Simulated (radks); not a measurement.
Results of a calculation; reference values are marked as such.
Neutral strontium, configuration [Kr] 5s1 7d1 (not the ground configuration). Level of theory: Dirac Kohn-Sham, PBE, spin-unpolarised, spherical densities, finite nucleus; open shells fill j = l - 1/2 first; Fermi nuclear charge, rms radius 4.224 fm (a radial shooting solver on a logarithmic mesh with Libxc functionals).

Normalised radial functions P(r) = r R(r) (large component), r in bohr:

```
   r/bohr * 4p1/2 (the largest magnitude, 0.867, reaches the edge; | marks zero)
 0.005471                             *
 0.007842                             *
  0.01115                             |*
  0.01598                             |*
  0.02273                             | *
  0.03257                             |   *
  0.04632                             |     *
  0.06639                             |       *
   0.0944                             |        *
   0.1353                             |     *
   0.1939                           * |
   0.2758                  *          |
   0.3953                *            |
    0.562                          *  |
   0.8056                             |              *
    1.145                             |                          *
    1.642                             |                        *
    2.334                             |             *
    3.346                             |    *
    4.758                             |*
    6.819                             *
    9.697                             *
     13.9                             *
    19.92                             *
    28.33                             *
     40.6                             *
    57.73                             *
    82.75                             *
```

4p1/2: eigenvalue -28.813 eV, 2 radial nodes at r = 0.178, 0.604 bohr, <r> = 1.54 bohr, 90 % of the charge inside 2.30 bohr.
